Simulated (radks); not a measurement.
The numbers below are computed, except where a source is named.
The mean radii <r> (bohr) of the occupied orbitals of an atom or ion are listed with their occupations. Level of theory: non-relativistic Kohn-Sham, LDA (Slater exchange, Perdew-Wang correlation), spin-polarised, spherical densities, point nucleus (a radial shooting solver on a logarithmic mesh with Libxc functionals).

| orbital | occ. | <r> |
|---|---|---|
| 1s up | 1 | 0.06167 |
| 1s down | 1 | 0.06167 |
| 2s up | 1 | 0.2834 |
| 2s down | 1 | 0.2829 |
| 2p up | 3 | 0.2489 |
| 2p down | 3 | 0.2483 |
| 3s up | 1 | 0.8612 |
| 3s down | 1 | 0.8652 |
| 3p up | 3 | 0.9074 |
| 3p down | 3 | 0.9151 |
| 3d up | 5 | 1.183 |
| 4s up | 1 | 3.019 |
| 4s down | 1 | 3.278 |

Name the element and its charge. Open shells, if any, are filled with parallel spins first.

Answer. Z = 25, manganese, charge 0: Mn in [Ar] 3d5 4s2. The 1s radius gives Z: for a bare nucleus <r> = 1.5/Z, 0.06 bohr for Z = 25, and screening makes it slightly larger (0.06167 here). The occupations add up to 25, and the charge is Z minus that.
